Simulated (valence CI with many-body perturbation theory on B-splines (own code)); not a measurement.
# E1 transitions of Cs²²⁺

Level of theory: configuration interaction combined with many-body perturbation theory (CI+MBPT): five valence electrons over a frozen Dirac-Fock core [Ar] 3d10, a basis of 9 s, 9 p, 8 d, 6 f, 3 g, 1 h functions for each j, with the one-electron correlation potential Σ1 (screened to all orders), the two-electron term Σ2, the three-electron term Σ3, Breit, model QED; selected single and double excitations, second order for the rest (own B-spline code, finite nucleus).

No measured levels were compared; by estimate levels hold to about 250 cm⁻¹ or 0.2 % of their energy and the worst to 1 %, as in measured heavy ions of charge 2 to 7; those with d or f electrons hold less well. Among the levels kept, up to 270 cm⁻¹ of a level comes from second order outside the variational space, and about a tenth of that is noise between levels of different J, which matters for small intervals.

Lines 101 to 150 of 182 in falling wavelength, among levels below 158.99 eV, chosen from the strongest by gf and those to the six lowest levels. Wavelengths and rates use the calculated energies, so an error of 2000 cm⁻¹ moves a line at 14.14 nm by 0.28 % and its rate by three times that or more. Electric multipoles are in the length gauge, E1 and E2 with the static RPA response of the core. Weak lines are less certain than strong ones. Lines between different terms over intervals too small for the method are left out, as are lines whose strength nearly cancels. The highest levels of a list are the least certain.

Levels are named by their leading jj configuration (3d3/2^4 stands for four electrons in 3d with j = 3/2), which in mixed levels can hold well under half, so a name can repeat and another be missing. Letters in brackets count levels of one name in rising energy.

```tsv
λ vac (nm)	Upper	Lower	A (s⁻¹)	S (a.u.) with core polarisation	S without
14.14	(4s^2 4p1/2 4p3/2 4d3/2) J=3/2 [a]	(4s^2 4p1/2 4p3/2^2) J=5/2	4.68e+10	2.61e-01	2.81e-01
14.09	(4s^2 4p1/2 4p3/2 4d3/2) J=5/2 [a]	(4s^2 4p1/2 4p3/2^2) J=3/2	3.30e+08	2.74e-03	2.94e-03
14.06	(4s^2 4p1/2 4p3/2 4d5/2) J=7/2 [a]	(4s^2 4p1/2 4p3/2^2) J=5/2	7.87e+06	8.63e-05	9.13e-05
13.88	(4s^2 4p1/2 4p3/2 4d3/2) J=1/2 [a]	(4s^2 4p1/2 4p3/2^2) J=3/2	1.52e+10	4.02e-02	4.32e-02
13.82	(4s^2 4p1/2 4p3/2 4d5/2) J=3/2 [a]	(4s^2 4p1/2 4p3/2^2) J=1/2	2.88e+09	1.50e-02	1.61e-02
13.81	(4s 4p1/2 4p3/2^3) J=5/2	(4s^2 4p1/2^2 4p3/2) J=3/2	6.74e+08	5.26e-03	5.65e-03
13.77	(4s^2 4p1/2^2 4d3/2) J=3/2	(4s^2 4p1/2^2 4p3/2) J=3/2	2.43e+10	1.25e-01	1.35e-01
13.64	(4s 4p3/2^4) J=1/2	(4s^2 4p1/2 4p3/2^2) J=1/2	1.75e+09	4.38e-03	4.68e-03
13.64	(4s^2 4p1/2 4p3/2 4d3/2) J=3/2 [a]	(4s^2 4p1/2 4p3/2^2) J=3/2	3.58e+09	1.80e-02	1.92e-02
13.64	(4s^2 4p3/2^2 4d3/2) J=1/2	(4s^2 4p3/2^3) J=3/2	6.54e+09	1.64e-02	1.77e-02
13.56	(4s 4p1/2^2 4p3/2 4d3/2) J=3/2 [b]	(4s 4p1/2^2 4p3/2^2) J=5/2	3.23e+09	1.59e-02	1.71e-02
13.42	(4s^2 4p3/2^2 4d3/2) J=3/2 [a]	(4s^2 4p3/2^3) J=3/2	3.22e+08	1.53e-03	1.67e-03
13.37	(4s^2 4p1/2 4p3/2 4d5/2) J=5/2 [a]	(4s^2 4p1/2 4p3/2^2) J=5/2	1.34e+10	9.47e-02	1.01e-01
13.31	(4s^2 4p3/2^2 4d3/2) J=5/2	(4s^2 4p3/2^3) J=3/2	9.46e+09	6.60e-02	7.10e-02
13.20	(4s^2 4p1/2 4p3/2 4d3/2) J=3/2 [b]	(4s^2 4p1/2 4p3/2^2) J=1/2	2.23e+07	1.01e-04	1.17e-04
13.19	(4s^2 4p1/2 4p3/2 4d5/2) J=3/2 [a]	(4s^2 4p1/2 4p3/2^2) J=5/2	3.65e+10	1.66e-01	1.79e-01
13.18	(4s^2 4p1/2 4p3/2 4d3/2) J=1/2 [b]	(4s^2 4p1/2 4p3/2^2) J=1/2	1.61e+09	3.63e-03	3.92e-03
13.07	(4s^2 4p1/2^2 4d5/2) J=5/2	(4s^2 4p1/2^2 4p3/2) J=3/2	3.84e+10	2.54e-01	2.72e-01
13.05	(4s 4p1/2 4p3/2^3) J=1/2	(4s^2 4p1/2^2 4p3/2) J=3/2	1.32e+10	2.89e-02	3.11e-02
12.92	(4s^2 4p1/2 4p3/2 4d5/2) J=5/2 [a]	(4s^2 4p1/2 4p3/2^2) J=3/2	2.63e+10	1.68e-01	1.80e-01
12.86	(4s 4p1/2 4p3/2^3) J=3/2 [b]	(4s^2 4p1/2^2 4p3/2) J=3/2	6.83e+09	2.87e-02	3.09e-02
12.75	(4s^2 4p1/2 4p3/2 4d5/2) J=3/2 [a]	(4s^2 4p1/2 4p3/2^2) J=3/2	6.72e+10	2.75e-01	2.95e-01
12.74	(4s^2 4p1/2 4p3/2 4d3/2) J=5/2 [b]	(4s^2 4p1/2 4p3/2^2) J=5/2	5.55e+10	3.40e-01	3.65e-01
12.72	(4s^2 4p3/2^2 4d5/2) J=5/2 [a]	(4s^2 4p3/2^3) J=3/2	7.35e+07	4.48e-04	4.79e-04
12.70	(4s^2 4p1/2 4p3/2 4d5/2) J=3/2 [b]	(4s^2 4p1/2 4p3/2^2) J=1/2	5.94e+10	2.40e-01	2.57e-01
12.67	(4s^2 4p1/2 4p3/2 4d5/2) J=7/2 [b]	(4s^2 4p1/2 4p3/2^2) J=5/2	5.94e+10	4.77e-01	5.10e-01
12.62	(4s^2 4p1/2 4p3/2 4d3/2) J=3/2 [b]	(4s^2 4p1/2 4p3/2^2) J=5/2	5.60e+10	2.22e-01	2.39e-01
12.60	(4s 4p3/2^4) J=1/2	(4s^2 4p1/2 4p3/2^2) J=3/2	2.14e+10	4.23e-02	4.56e-02
12.50	(4s^2 4p3/2^2 4d3/2) J=3/2 [b]	(4s^2 4p3/2^3) J=3/2	5.49e+10	2.12e-01	2.27e-01
12.36	(4s^2 4p3/2^2 4d5/2) J=1/2	(4s^2 4p3/2^3) J=3/2	2.66e+11	4.95e-01	5.32e-01
12.33	(4s^2 4p1/2 4p3/2 4d3/2) J=5/2 [b]	(4s^2 4p1/2 4p3/2^2) J=3/2	2.08e+10	1.16e-01	1.24e-01
12.27	(4s^2 4p1/2 4p3/2 4d5/2) J=1/2	(4s^2 4p1/2 4p3/2^2) J=1/2	2.56e+11	4.67e-01	5.01e-01
12.22	(4s^2 4p1/2 4p3/2 4d3/2) J=3/2 [b]	(4s^2 4p1/2 4p3/2^2) J=3/2	3.53e+10	1.27e-01	1.36e-01
12.21	(4s^2 4p1/2 4p3/2 4d3/2) J=1/2 [b]	(4s^2 4p1/2 4p3/2^2) J=3/2	1.56e+10	2.80e-02	3.00e-02
12.17	(4s^2 4p1/2 4p3/2 4d5/2) J=3/2 [b]	(4s^2 4p1/2 4p3/2^2) J=5/2	2.28e+09	8.10e-03	8.69e-03
12.03	(4s^2 4p1/2 4p3/2 4d3/2) J=5/2 [a]	(4s^2 4p1/2^2 4p3/2) J=3/2	1.61e+09	8.32e-03	8.91e-03
12.00	(4s^2 4p1/2 4p3/2 4d5/2) J=5/2 [b]	(4s^2 4p1/2 4p3/2^2) J=5/2	6.87e+10	3.52e-01	3.77e-01
11.89	(4s^2 4p3/2^2 4d5/2) J=3/2	(4s^2 4p3/2^3) J=3/2	2.26e+11	7.49e-01	8.02e-01
11.88	(4s^2 4p1/2 4p3/2 4d3/2) J=1/2 [a]	(4s^2 4p1/2^2 4p3/2) J=3/2	1.10e+09	1.82e-03	1.97e-03
11.79	(4s^2 4p1/2 4p3/2 4d5/2) J=3/2 [b]	(4s^2 4p1/2 4p3/2^2) J=3/2	5.19e+08	1.68e-03	1.79e-03
11.70	(4s^2 4p1/2 4p3/2 4d3/2) J=3/2 [a]	(4s^2 4p1/2^2 4p3/2) J=3/2	3.04e+10	9.60e-02	1.03e-01
11.67	(4s^2 4p3/2^2 4d3/2) J=1/2	(4s^2 4p1/2 4p3/2^2) J=1/2	1.09e+10	1.71e-02	1.83e-02
11.66	(4s^2 4p3/2^2 4d5/2) J=5/2 [b]	(4s^2 4p3/2^3) J=3/2	3.93e+11	1.84e+00	1.98e+00
11.63	(4s^2 4p1/2 4p3/2 4d5/2) J=5/2 [b]	(4s^2 4p1/2 4p3/2^2) J=3/2	1.90e+11	8.86e-01	9.49e-01
11.56	(4s^2 4p3/2^2 4d5/2) J=7/2	(4s^2 4p1/2 4p3/2^2) J=5/2	5.04e+09	3.07e-02	3.29e-02
11.51	(4s^2 4p3/2^2 4d3/2) J=3/2 [a]	(4s^2 4p1/2 4p3/2^2) J=1/2	2.90e+10	8.73e-02	9.39e-02
11.42	(4s^2 4p1/2 4p3/2 4d5/2) J=1/2	(4s^2 4p1/2 4p3/2^2) J=3/2	2.33e+10	3.43e-02	3.70e-02
11.17	(4s^2 4p1/2 4p3/2 4d5/2) J=5/2 [a]	(4s^2 4p1/2^2 4p3/2) J=3/2	5.16e+10	2.13e-01	2.28e-01
11.07	(4s^2 4p3/2^2 4d3/2) J=3/2 [a]	(4s^2 4p1/2 4p3/2^2) J=5/2	7.35e+10	1.97e-01	2.12e-01
11.04	(4s^2 4p1/2 4p3/2 4d5/2) J=3/2 [a]	(4s^2 4p1/2^2 4p3/2) J=3/2	9.85e+10	2.62e-01	2.82e-01
```
